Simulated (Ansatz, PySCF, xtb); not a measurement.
Gas-phase reaction 2 R1 + R2 → P1 + P2, each structure at its B3LYP-D3(BJ)/def2-TZVP stationary point, reached from a drawn start (curvature not checked).
R1, H2 (SMILES [H][H]) (charge 0, multiplicity 1):
```xyz
2

H      0.00000     0.00000     0.37199
H      0.00000     0.00000    -0.37199
```
P1: H2O (SMILES O), charge 0, multiplicity 1.
P2: SiH4 (SMILES [SiH4]), charge 0, multiplicity 1.
R2: H2OSi (SMILES O=[SiH2]), charge 0, multiplicity 1.

P less R. No zero-point or thermal terms.

Run with Ansatz (a program for electronic structure) with Gaussian orbitals; PySCF for the D3/D4 terms; xtb for the GFN methods. All values are computed, each at the level named.

Question: One of these levels gives -0.44 kcal/mol for the reaction energy. Which?
(A) BHLYP/def2-TZVPP
(B) BLYP-D3(BJ)/def2-TZVPP
(C) GFN2-xTB
(D) PBE/def2-TZVPP

Answer: C, GFN2-xTB. The others give -32.63 (PBE/def2-TZVPP), -26.56 (BLYP-D3(BJ)/def2-TZVPP), -39.31 (BHLYP/def2-TZVPP)
